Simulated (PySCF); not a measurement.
Level of theory: TPSSh-D3(BJ)/def2-TZVP // PBE0-D3(BJ)/def2-SVP (PySCF). All species are isolated molecules in the gas phase. One relaxed conformer stands for a flexible species; it need not be the lowest. Delta-SCF ions had no search for a lower state. Excitations are Tamm–Dancoff values on a coarser integration grid. The basis has no diffuse functions, so Rydberg states are missing or too high.

Reference species (SMILES): `[CH3][GeH2][CH3]` (neutral, multiplicity 1).

The brightest of the four lowest singlets (TDA) is 8.64 eV. The vertical ionisation energy (Delta-SCF) is 10.44 eV and the T1 excitation (TDA) is 7.85 eV.

Changed species: `[CH3][GeH2][GeH2][GeH2][GeH2][CH3]` (n = 4; the reference has n = 1).

Question: Give the shifts of the brightest of the four lowest singlets (TDA), vertical ionisation energy (Delta-SCF) and T1 excitation (TDA).

Answer: the brightest of the four lowest singlets (TDA) falls by 2.44 eV, to 6.20 eV; the vertical ionisation energy (Delta-SCF) falls by 1.93 eV, to 8.51 eV; the T1 excitation (TDA) falls by 2.59 eV, to 5.26 eV.
